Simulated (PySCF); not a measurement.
Correlation energy of Lu²⁺ (lutetium, charge +2)

[Xe] 4f14 6s1, 2S determinant. All numbers are calculated (PySCF 2.14, the spin-free X2C one-electron Hamiltonian (Gaussian nucleus), in x2c-TZVPPall with one added diffuse shell each of s, p, d type (12s8p8d2f2g, 108 functions)). Frozen: [Ar] 3d10; 41 electrons correlated.

MP2 pair energies summed by pair of shells (mhartree):

```csv
pair,energy,share (%)
4f-4f,-305.80,30.5
4f-5p,-227.25,22.7
5p-5p,-113.34,11.3
4d-4d,-84.93,8.5
4d-4f,-68.40,6.8
4f-5s,-31.00,3.1
4p-4f,-29.44,2.9
5p-6s,-21.75,2.2
4d-5s,-18.27,1.8
5s-5p,-18.14,1.8
4s-4d,-15.55,1.6
4d-5p,-14.49,1.4
4p-4d,-14.16,1.4
4f-6s,-12.16,1.2
4p-4p,-7.03,0.7
5s-5s,-5.20,0.5
4p-5p,-5.11,0.5
4s-4f,-3.26,0.3
4s-4p,-1.58,0.2
4p-5s,-1.44,0.1
5s-6s,-1.09,0.1
4s-4s,-1.08,0.1
4d-6s,-1.05,0.1
4s-5s,-0.50,0.1
4s-5p,-0.27,0.0
4p-6s,-0.12,0.0
4s-6s,-0.03,0.0
```

Total MP2 correlation energy: -1002.4 mhartree.

Same-spin part -382.81 and opposite-spin part -619.61 mhartree; SCS-MP2 scales them by 1/3 and 6/5 to -871.13 mhartree.

This basis was not built for core-valence correlation, so the inner-shell part is incomplete.
